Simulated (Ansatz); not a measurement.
Consider the ligand exchange at the Sn–Se bond: `[SeH][SnH3]` + `N[SiH](O)F` → `N[SiH](F)[O][SnH3]` + H₂Se.

Isolated molecules relaxed with PBE0-D4/def2-TZVP in Ansatz; ΔE leaves out vibrations. CBS: MP2 limit from def2 TZ/QZ plus the TZ coupled-cluster correction, frozen cores. This one scheme is used for every species. DFT in def2-TZVPP. B3LYP here is the variant with VWN-RPA as its local correlation; programs differ in this. def2 core potentials past Kr. For Se, Sn outer-core shells are correlated without core-valence functions, which leaves a few kJ/mol of doubt a bond. Scalar relativity is left out up to krypton. One conformer a species, not always the lowest.

`[SeH][SnH3]`:

Cartesian coordinates in Å:
```
Se 1.367 -0.497 -1.310
Sn -0.206 0.356 0.482
H 0.400 -1.507 -1.760
H 0.647 1.610 1.254
H -0.571 -0.902 1.573
H -1.637 0.940 -0.239
```

`N[SiH](O)F`:

Cartesian coordinates in Å:
```
N 0.245 1.150 0.157
Si 0.093 -0.462 -0.359
O -0.505 -1.394 0.835
F -0.882 -0.383 -1.620
H 0.203 1.906 -0.507
H 0.787 1.394 0.969
H 1.309 -1.166 -0.803
H -1.251 -1.045 1.328
```

`N[SiH](F)[O][SnH3]`:

Z-matrix (Å, degrees):
```
Si
F 1 1.599
O 1 1.609 2 112.2
N 1 1.710 2 103.7 3 -118.6
Sn 1 3.223 2 104.1 3 -29.5
H 1 1.477 2 106.4 3 117.6
H 4 1.007 1 120.6 2 -175.9
H 4 1.008 1 119.6 2 -31.1
H 5 1.704 1 100.3 2 -142.0
H 5 1.701 1 125.1 2 91.0
H 5 1.701 1 90.8 2 -28.3
```

H₂Se:

Z-matrix (Å, degrees):
```
Se
H 1 1.467
H 1 1.467 2 91.2
```

| level | ΔE (kJ/mol) | difference from CCSD(T)/CBS |
| --- | --- | --- |
| PBE-D4 | 43.7 | 5.7 |
| r2SCAN-D4 | 39.2 | 1.2 |
| PBE0-D4 | 46.8 | 8.8 |
| B3LYP-D4 | 37.0 | -1.0 |
| ωB97X-V | 34.4 | -3.6 |
| ωB97M-V | 37.8 | -0.2 |
| B2PLYP | 38.5 | 0.5 |
| PBE | 47.1 | 9.1 |
| r2SCAN | 40.4 | 2.4 |
| PBE0 | 50.0 | 12.0 |
| B3LYP | 42.3 | 4.3 |
| HF/def2-TZVPP | 40.2 | 2.2 |
| MP2/def2-TZVPP | 38.1 | 0.1 |
| SCS-MP2/def2-TZVPP | 32.9 | -5.1 |
| CCSD/def2-TZVPP | 34.4 | -3.6 |
| CCSD(T)/def2-TZVPP | 33.2 | -4.8 |
| HF/def2-QZVPP | 38.3 | 0.3 |
| MP2/def2-QZVPP | 40.3 | 2.3 |
| SCS-MP2/def2-QZVPP | 34.9 | -3.1 |
| HF/CBS(def2) | 38.1 | 0.1 |
| MP2/CBS(def2) | 43.0 | 5.0 |
| CCSD/CBS(def2) | 39.2 | 1.2 |
| CCSD(T)/CBS | 38.0 | 0 |

Largest T1 diagnostic among the species: 0.013.

The D4 term adds −5.3 kJ/mol with B3LYP and −3.2 kJ/mol with PBE0; it sums over pairs of atoms, weighted by their polarisabilities, and B3LYP, whose exchange is more repulsive, gets the larger term.
